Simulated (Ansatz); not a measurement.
Harmonic vibrations of the cluster Ga2As3 by finite differences.

```yaml
crystal:
  periodic: [false, false, false]
  atoms:
    - {symbol: Ga, position_ang: [0.181308, -1.732368, 0.016168]}
    - {symbol: Ga, position_ang: [-1.681928, -0.343859, -0.861121]}
    - {symbol: As, position_ang: [-0.625872, 0.935044, 1.136165]}
    - {symbol: As, position_ang: [1.619805, 0.110086, 0.820844]}
    - {symbol: As, position_ang: [0.506687, 1.031098, -1.112066]}
basis:
  gaussian: {orbitals: def2-SVP}
magnetization: {spin_polarized: true, initial_magnetization: 1}
hamiltonian: {xc: r2scan, dispersion: d4}
scf: {omitted_lower_state_checks: [starts]}
phonons: {temperatures: {t_min: 298.15, t_max: 900, t_step: 200}}
```

```sh
$ ansatz run in.yaml --threads 4 --pin off --events-out ev --progress --plain --max-ram 4787MiB
```

Shortened log:

```
Functional definition: r2SCAN
mean field -287246.50889355 eV, -10556.1144991613 hartree, gradient 3.2e-5 eV, S^2 0.759891; 0 other end points of the search recorded, 0 dependent functions left out
mean field -287246.50889532 eV, -10556.1144992264 hartree, gradient 1.0e-6 eV, S^2 0.759884; 0 other end points of the search recorded, 0 dependent functions left out
mean field -287246.50885560 eV, -10556.1144977664 hartree, gradient 2.6e-6 eV, S^2 0.759898; 0 other end points of the search recorded, 0 dependent functions left out
mean field -287246.50884559 eV, -10556.1144973986 hartree, gradient 2.8e-6 eV, S^2 0.759877; 0 other end points of the search recorded, 0 dependent functions left out
mean field -287246.50890239 eV, -10556.1144994860 hartree, gradient 2.7e-6 eV, S^2 0.759906; 0 other end points of the search recorded, 0 dependent functions left out
mean field -287246.50889750 eV, -10556.1144993065 hartree, gradient 1.1e-6 eV, S^2 0.759887; 0 other end points of the search recorded, 0 dependent functions left out
mean field -287246.50887654 eV, -10556.1144985361 hartree, gradient 1.2e-6 eV, S^2 0.759896; 0 other end points of the search recorded, 0 dependent functions left out
mean field -287246.50883661 eV, -10556.1144970687 hartree, gradient 2.3e-6 eV, S^2 0.759874; 0 other end points of the search recorded, 0 dependent functions left out
mean field -287246.50890846 eV, -10556.1144997091 hartree, gradient 1.6e-6 eV, S^2 0.759909; 0 other end points of the search recorded, 0 dependent functions left out
mean field -287246.50889295 eV, -10556.1144991393 hartree, gradient 2.1e-6 eV, S^2 0.759887; 0 other end points of the search recorded, 0 dependent functions left out
mean field -287246.50887102 eV, -10556.1144983332 hartree, gradient 2.7e-6 eV, S^2 0.759896; 0 other end points of the search recorded, 0 dependent functions left out
mean field -287246.50886342 eV, -10556.1144980541 hartree, gradient 3.0e-6 eV, S^2 0.759883; 0 other end points of the search recorded, 0 dependent functions left out
mean field -287246.50890416 eV, -10556.1144995511 hartree, gradient 2.9e-6 eV, S^2 0.759900; 0 other end points of the search recorded, 0 dependent functions left out
mean field -287246.50887980 eV, -10556.1144986560 hartree, gradient 2.8e-6 eV, S^2 0.759895; 0 other end points of the search recorded, 0 dependent functions left out
mean field -287246.50884611 eV, -10556.1144974177 hartree, gradient 1.5e-6 eV, S^2 0.759887; 0 other end points of the search recorded, 0 dependent functions left out
mean field -287246.50889244 eV, -10556.1144991203 hartree, gradient 2.0e-6 eV, S^2 0.759895; 0 other end points of the search recorded, 0 dependent functions left out
mean field -287246.50886537 eV, -10556.1144981256 hartree, gradient 2.3e-6 eV, S^2 0.759888; 0 other end points of the search recorded, 0 dependent functions left out
mean field -287246.50881503 eV, -10556.1144962755 hartree, gradient 1.6e-6 eV, S^2 0.759888; 0 other end points of the search recorded, 0 dependent functions left out
mean field -287246.50891328 eV, -10556.1144998864 hartree, gradient 2.7e-6 eV, S^2 0.759895; 0 other end points of the search recorded, 0 dependent functions left out
mean field -287246.50888323 eV, -10556.1144987821 hartree, gradient 1.3e-6 eV, S^2 0.759912; 0 other end points of the search recorded, 0 dependent functions left out
mean field -287246.50881843 eV, -10556.1144964007 hartree, gradient 1.2e-6 eV, S^2 0.759871; 0 other end points of the search recorded, 0 dependent functions left out
mean field -287246.50886939 eV, -10556.1144982732 hartree, gradient 1.6e-6 eV, S^2 0.759903; 0 other end points of the search recorded, 0 dependent functions left out
mean field -287246.50888133 eV, -10556.1144987123 hartree, gradient 1.1e-6 eV, S^2 0.759879; 0 other end points of the search recorded, 0 dependent functions left out
mean field -287246.50888745 eV, -10556.1144989369 hartree, gradient 1.9e-6 eV, S^2 0.759903; 0 other end points of the search recorded, 0 dependent functions left out
mean field -287246.50885625 eV, -10556.1144977904 hartree, gradient 1.8e-6 eV, S^2 0.759880; 0 other end points of the search recorded, 0 dependent functions left out
mean field -287246.50884040 eV, -10556.1144972081 hartree, gradient 2.6e-6 eV, S^2 0.759891; 0 other end points of the search recorded, 0 dependent functions left out
mean field -287246.50890679 eV, -10556.1144996478 hartree, gradient 1.3e-6 eV, S^2 0.759892; 0 other end points of the search recorded, 0 dependent functions left out
mean field -287246.50888700 eV, -10556.1144989204 hartree, gradient 1.9e-6 eV, S^2 0.759895; 0 other end points of the search recorded, 0 dependent functions left out
mean field -287246.50886724 eV, -10556.1144981944 hartree, gradient 2.3e-6 eV, S^2 0.759888; 0 other end points of the search recorded, 0 dependent functions left out
mean field -287246.50889872 eV, -10556.1144993513 hartree, gradient 1.4e-6 eV, S^2 0.759897; 0 other end points of the search recorded, 0 dependent functions left out
mean field -287246.50881190 eV, -10556.1144961607 hartree, gradient 1.4e-6 eV, S^2 0.759886; 0 other end points of the search recorded, 0 dependent functions left out
Total energy: -287246.57494217 eV, -10556.1169264032 hartree
Atom 0 at     0.181308    -1.732368     0.016168 Å, force     0.007920    -0.010921     0.004201 eV/Å
Atom 1 at    -1.681928    -0.343859    -0.861121 Å, force    -0.013654     0.004542    -0.007783 eV/Å
Atom 2 at    -0.625872     0.935044     1.136165 Å, force     0.007001     0.005160    -0.019955 eV/Å
Atom 3 at     1.619805     0.110086     0.820844 Å, force     0.012139    -0.002455     0.005790 eV/Å
Atom 4 at     0.506687     1.031098    -1.112066 Å, force    -0.013406     0.003673     0.017747 eV/Å
Dipole moment:    -0.007842    -0.237685    -0.014166 e Å
Vibrations: 65.74 135.97 150.09 171.31 202.07 221.16 231.83 246.10 315.27 cm⁻¹, zero-point energy 0.107837 eV
Checks for a lower state left out: starts
```

Run time 5.1 min (4 threads of Intel Xeon on a shared host).

The structure comes from a short search, and lower isomers may exist.
